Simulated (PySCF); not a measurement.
Vertical excitations of a molecule C4H9NSi from PySCF with TDDFT-CAM-B3LYP/def2-SVPD, as energy in eV (oscillator strength): 6.29 (0.039), 6.51 (0.000), 6.76 (0.007), 6.77 (0.000), 7.26 (0.048), 7.43 (0.031), 7.67 (0.004), 7.99 (0.006), 8.12 (0.048). Lowest triplet (TDA): 5.34 eV. Geometry optimised at B3LYP-D3(BJ)/def2-SVP. Other conformers were not sampled.

Problem. Identify the compound among the candidates.
A. C#CCC[SiH2]N
B. CN1C=CC[SiH2]1
C. C#C[C@H]([SiH3])NC
D. C[SiH2]C#CCN

Solution. A, C#CCC[SiH2]N
